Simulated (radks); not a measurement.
Problem. The indium ion In3+, [Kr] 4d10. All-electron calculation, non-relativistic Kohn-Sham, PBE, spin-polarised, spherical densities, point nucleus. Program: a radial shooting solver on a logarithmic mesh with Libxc functionals. Every spin shell is full or empty, so the densities are truly spherical. Functionals are evaluated on that one density, not self-consistently. Rank these orbital-free kinetic functionals by their error against the exact value of the orbitals, and give that value: Thomas-Fermi, TF + vW, TF + vW/9, APBEK, Perdew 92, Pearson, DePristo-Kress, Ernzerhof.

Solution. Exact: 5737.96 hartree. From best to worst, with 100 (|E| - |E exact|)/|E exact| (equal figures are ties): DePristo-Kress -0.08, APBEK +0.13, Ernzerhof -0.38, Perdew 92 -0.66, TF + vW/9 -0.67, Pearson -0.92, Thomas-Fermi -5.32, TF + vW +36.53.
